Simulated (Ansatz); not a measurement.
CF2 (SMILES F[C]F): geometry of the low-spin state from B3LYP-D3(BJ)/def2-TZVP.
(charge 0, multiplicity 1):
```tsv
atom	x (Å)	y (Å)	z (Å)
F	-1.0322	-0.2001	0.0000
C	-0.0006	0.5969	0.0000
F	1.0326	-0.1978	0.0000
```
The high-spin state stands at its own minimum; R- takes a restricted low-spin state.

Programs: Ansatz (a program for electronic structure) with Gaussian orbitals. Values without a source in brackets are computed.

The gap E(multiplicity 1) − E(multiplicity 3) (kcal/mol) and the share of exact exchange:

| functional | exact exchange (%) | value |
|---|---|---|
| R-PBE/def2-TZVPP | 0 | -51.45 |
| R-PBE0/def2-TZVPP | 25 | -48.62 |
| R-B3LYP/def2-TZVPP | 20 | -52.50 |
| R-BHLYP/def2-TZVPP | 50 | -49.88 |
| R-r2SCAN/def2-TZVPP | 0 | -45.10 |

**Question.** Take the value as linear in the share of exact exchange along PBE and PBE0. Give the slope, say whether the sign turns, and set the other functionals against that line.

**Answer.** 
Slope: (-48.62 − (-51.45))/2.5 = 1.13 kcal/mol for each 10 %. The line keeps its sign from 0 to 100 %. At 50 % it gives -45.8 kcal/mol. From B3LYP to BHLYP the slope is (-49.88 − (-52.50))/3 = 0.88 for each 10 %. BHLYP, at 50 %, lies -4.1 from the PBE line. B3LYP, at 20 %, lies -3.3 from the PBE line. r2SCAN, with none, stands 6.4 from PBE.
